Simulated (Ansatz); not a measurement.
Frontier orbitals of BCl2H2InO (`[OH][InH][B](Cl)Cl`).

The species carries charge 0 and has multiplicity 1. Correlated methods include outer-core shells of In, which these sets cover unevenly. In: def2 effective core potential. The geometry is a stationary point of PBE0-D4/def2-TZVP. It is one conformer, not always the lowest. Basis def2-TZVPP, the Gaussian-basis code of Ansatz.

Orbital energies of one run (eV). Highest occupied ones, from the top: -6.22, -6.65, -7.26, -7.90, -8.35, -8.63, -9.51, -10.01, -10.74, -11.26, -12.72, -18.39, -18.56, -18.61. Empty: -2.95, -2.14, -1.13, -0.04, 0.54, 1.12.

Problem. Which functional gave them?
A. r2SCANh
B. CAM-B3LYP
C. BLYP
D. PBE0

Solution. C. HOMO energies: BLYP -6.22, CAM-B3LYP -8.86, r2SCANh -7.06, PBE0 -7.55 eV.
